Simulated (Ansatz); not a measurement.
The cluster Nb₂S₂⁺ was relaxed with PBE-D4 (def2-SVP) in Ansatz in these states: charge +1 doublet, charge +1 quartet. The geometries follow in no particular order.

In the def2 sets Nb takes a core potential; there is no spin–orbit coupling.

A:

```xyz
4

Nb   -0.294    0.337   -1.188
Nb   -0.776   -0.280    0.966
S     0.546   -1.700   -0.364
S     0.524    1.644    0.586
```

B:

```xyz
4

Nb   -0.4147   -1.1166   -0.6215
Nb   -0.5731    1.1944    0.2249
S    -0.1324   -0.6121    1.6457
S     1.1202    0.5343   -1.2490
```

Judge from the bond lengths which geometry belongs to which state (an estimate).

A is the charge +1 doublet (Nb1–Nb2 2.292 Å, Nb2–S4 2.353 Å, Nb1–S3 2.352 Å); B is the charge +1 quartet (Nb1–Nb2 2.466 Å, Nb2–S4 2.340 Å, Nb1–S3 2.340 Å).

At PBE0-D4/def2-TZVP a doublet lies 0.58 eV below the charge +1 quartet. These are the stationary points nearest to one start from a short search; other shapes may lie lower in each state.
